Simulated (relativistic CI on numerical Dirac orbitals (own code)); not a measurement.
**Kr VII: sensitivity of the levels to the model**

Base calculation: Dirac-Coulomb-Breit CI, separate exchange-only KLI orbitals for each configuration, a model potential for QED, unscaled Slater integrals.

CI space (outside the closed core [Ar] 3d10): 4s2, 4s 4p, 4p2, 4s 4d, 4s 4f, 4d2, 4p 4d, 4s 5s, 4f2, 4s 5p, 4p 4f, 4s 5d, 4p 5s, 4s 6s, 4s 6p, 4s 5f. Levels of other configurations are missing.

The lowest level and the first level of each name with at least 55 % of one term (blank where a level has no safe partner in the second run):

| Level | Base (cm⁻¹) | Shift (cm⁻¹) |
| --- | --- | --- |
| 4s2 1S_0 | 0 | 0 |
| 4s 4p 3P°_0 | 113577 | +604 |
| 4s 4p 3P°_1 | 116274 | +604 |
| 4s 4p 3P°_2 | 122525 | +604 |
| 4s 4p 1P°_1 | 174105 | +635 |
| 4p2 3P_0 | 272841 | +1080 |
| 4p2 1D_2 | 275692 | +1175 |
| 4p2 3P_1 | 276992 | +1080 |
| 4p2 3P_2 | 284844 | +1112 |
| 4p2 1S_0 | 325157 | +1069 |
| 4s 4d 3D_1 | 346534 | +1850 |
| 4s 4d 3D_2 | 346964 | +1850 |
| 4s 4d 3D_3 | 347629 | +1850 |
| 4s 4d 1D_2 | 381317 | +1758 |
| 4s 5s 3S_1 | 435035 | +2713 |
| 4s 5s 1S_0 | 447654 | +2713 |
| 4p 4d 3F°_2 | 468368 | +2009 |
| 4p 4d 3F°_3 | 471935 | +2025 |
| 4p 4d 3F°_4 | 476538 | +2042 |
| 4p 4d 1D°_2 | 481903 | +1934 |
| 4s 5p 3P°_0 | 488162 | +3080 |
| 4s 5p 3P°_1 | 488762 | +3069 |

At this charge configurations can still be misplaced by up to about 7 % of their energy. 26 of the 26 excited levels that our extract of the measured tables holds in this range could be paired (the sources list more); they are missed by 4010 cm⁻¹ on average and 8005 at most, and levels without a partner can miss by more.

Task: One thing was changed in a second run, which moved the levels as shown. Which?
A. P86 correlation estimate
B. configuration mixing switched off
C. QED terms removed
D. Breit term removed

Result: A. P86 correlation estimate. A correlation estimate moves all levels of a configuration together before mixing; mixed levels move by a weighted share.

LS names give the leading component of a level, which can be under half, so a name can repeat, a term be missing and a line seem to break the LS rules.
